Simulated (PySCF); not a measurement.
N⁺: script and output

Input:

```python
from pyscf import gto, dft

mol = gto.M(
    atom='N 0 0 0',
    basis='aug-cc-pvtz',
    charge=1,
    spin=2,
    verbose=4,
)
mf = dft.UKS(mol, xc='tpss')
mf = mf.density_fit(auxbasis='weigend')
mf.kernel()
mf.dip_moment()
print('orbital energies (hartree):', [e[max(0, n-3):n+3].round(4) for e, n in zip(mf.mo_energy, mol.nelec)])
```

```bash
$ OMP_NUM_THREADS=1 python input.py
```

Output (some set-up lines and the per-cycle HOMO/LUMO lines with their warnings removed):

```
PySCF version 2.14.0

[INPUT] Symbol           X                Y                Z      unit          X                Y                Z       unit  Magmom
[INPUT]  1 N      0.000000000000   0.000000000000   0.000000000000 AA    0.000000000000   0.000000000000   0.000000000000 Bohr   0.0

nuclear repulsion = 0
number of shells = 13
number of NR pGTOs = 58
number of NR cGTOs = 46
basis = aug-cc-pvtz
ecp = {}

******** <class 'pyscf.df.df_jk.DFUKS'> ********
method = DFUKS
initial guess = minao
damping factor = 0
level_shift factor = 0
DIIS = <class 'pyscf.scf.diis.CDIIS'>
SCF conv_tol = 1e-09
SCF max_cycles = 50
number electrons alpha = 4  beta = 2
XC functionals = tpss

grids dens level: 3
tot grids = 13904
init E= -54.4629009504244

cycle= 1 E= -53.9439620681318  delta_E= 0.519  |g|= 0.451  |ddm|= 0.604
cycle= 2 E= -54.0527909004647  delta_E= -0.109  |g|= 0.231  |ddm|= 0.488
cycle= 3 E= -54.0726705921599  delta_E= -0.0199  |g|= 0.0147  |ddm|= 0.141
cycle= 4 E= -54.0727634596179  delta_E= -9.29e-05  |g|= 0.000979  |ddm|= 0.0116
cycle= 5 E= -54.0727639389717  delta_E= -4.79e-07  |g|= 5.45e-05  |ddm|= 0.000687
cycle= 6 E= -54.0727639402531  delta_E= -1.28e-09  |g|= 4.03e-06  |ddm|= 3.37e-05
cycle= 7 E= -54.0727639403234  delta_E= -7.02e-11  |g|= 3.67e-06  |ddm|= 1.88e-05
Extra cycle  E= -54.0727639403888  delta_E= -6.54e-11  |g|= 3.66e-06  |ddm|= 1.78e-05
converged SCF energy = -54.0727639403888  <S^2> = 2.0028141  2S+1 = 3.0018755

WARN: System has nonzero charge 1; the dipole moment is origin-dependent.
Location of origin: [0. 0. 0.]

Dipole moment(X, Y, Z, Debye): -0.00000,  0.00000, -0.00000
orbital energies (hartree): [array([-1.2565, -0.8206, -0.8206, -0.7712, -0.2061, -0.1361]), array([-14.818 ,  -1.112 ,  -0.7131,  -0.6296,  -0.6296])]
```

In short: E(SCF) = -54.072764 Eh, 7 cycles, ⟨S²⟩ = 2.003.

Hardware: Intel Xeon Platinum 8259CL @ 2.50GHz, 1 thread, shared host. Wall time 2.8 s.

No search for the lowest solution was made.
